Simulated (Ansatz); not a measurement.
```yaml
crystal:
  periodic: [false, false, false]
  atoms:
    - {symbol: N, position_ang: [-0.145567, 1.174434, -0.849780]}
    - {symbol: C, position_ang: [0.449492, 0.041531, -0.733072]}
    - {symbol: F, position_ang: [1.370181, -1.219917, 1.832129]}
    - {symbol: Al, position_ang: [-0.064868, -1.001830, 0.994327]}
    - {symbol: H, position_ang: [-0.055079, 1.801822, -1.641204]}
    - {symbol: H, position_ang: [-0.758858, 1.453501, -0.080811]}
    - {symbol: H, position_ang: [1.093950, -0.191981, -1.584575]}
    - {symbol: H, position_ang: [-0.811356, -2.326688, 0.503695]}
    - {symbol: H, position_ang: [-0.989294, 0.222928, 1.542192]}
basis:
  gaussian: {orbitals: cc-pVTZ-DK}
hamiltonian: {xc: {name: SVWN5}}
multiplicity: 3
output: {forces: true}
```

```sh
$ ansatz run in.yaml --threads 2 --pin off --events-out ev --progress --plain --max-ram 4352MiB
```

**Question.** How does Ansatz answer? (An estimate is asked.)

**Answer.** Computed: The input was rejected before any iteration.
```
Error: YAML parse error: error: line 16 column 1: unknown field `multiplicity`, expected one of crystal, accuracy, basis, kpoints, hamiltonian, magnetization, projection, total_charge, correlation, batch, efield, external_charges, scf, relax, neb, saddle, md, ramp, phonons, dielectric, real_time, elastic, magnetic_configurations, gw, evaluate, workflow, output, checkpoint, execution
14 |   gaussian: {orbitals: cc-pVTZ-DK}
15 | hamiltonian: {xc: {name: SVWN5}}
16 | multiplicity: 3
17 | output: {forces: true}
```
